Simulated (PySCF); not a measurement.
Simulation results for AlB₂H₄O

Computed with PySCF 2.14.0. Calculation on a computer-drawn molecule: the log of a Hartree-Fock and frozen-core CCSD(T) single point meant for a local Hartree-Fock minimum, with one planted fault or none, to be diagnosed. Offsets are logged minus clean, where the clean run is the same molecule without the fault. The reference is restricted for singlets and unrestricted otherwise, and also for a bond in bohr or an excited solution. Adding or removing an electron swaps singlet and doublet. The excited solution moves the top pair (singlet) or top alpha electron (doublet) to the lowest empty orbital. Highest occupied and lowest empty are orbital energies over both spins, largest force is the largest gradient component, triples share is (T) over the correlation energy, the T1 limit is 0.02 restricted and 0.045 unrestricted, electrons count all cores, a negative frequency is imaginary (commonest isotopes), and the dipole is about the centre of nuclear charge.

AlB₂H₄O

Logged structure:
```xyz
8
AlB2H4O
B     -1.7382    -3.3982     0.4099
O     -1.0852    -2.4875    -0.4110
Al    -0.3215    -1.4228    -1.3653
B      0.7050     0.0076    -2.6440
H     -2.7777    -3.0656     0.8892
H     -1.2195    -4.4569     0.5854
H      0.4658    -0.0440    -3.8053
H      1.4495     0.7633    -2.1119
```

```
meant charge                      : 1
meant multiplicity                : 1
meant basis                       : cc-pV(D+d)Z
logged electrons                  : 35
logged basis functions            : 85
logged SCF converged              : yes
logged spin squared               : 0.7578
logged highest occupied           : -6.5396 eV
logged lowest empty               : 1.4525 eV
logged largest force              : 0.041443 hartree/bohr
logged T1 diagnostic              : 0.0163
logged D1 diagnostic              : 0.042491
logged triples share              : 0.027154
logged CC converged               : yes
logged dipole magnitude           : 3.1553 debye
logged SCF stable within its kind : yes
logged energy HF                  : -368.4895 hartree
logged energy CCSD(T)             : -368.94338 hartree
possible faults                   : no fault, one electron removed, one electron added, multiplicity raised by two, geometry at a saddle point, SCF held on an excited solution, minimal basis STO-3G, one bond length entered in bohr, all coordinates scaled
planted fault                     : ?
```

Drawn bonds:
| atom | other atom | order |
| --- | --- | --- |
| 1 | 2 | 1 |
| 2 | 3 | 1 |
| 3 | 4 | 1 |
| 1 | 5 | 1 |
| 1 | 6 | 1 |
| 4 | 7 | 1 |
| 4 | 8 | 1 |

Q: Which fault was planted in the run of AlB₂H₄O?
A: one electron added

Further results for AlB₂H₄O:

```
HF energy offset from clean run      : -133.8 kcal/mol
CCSD(T) energy offset from clean run : -148.7 kcal/mol
```
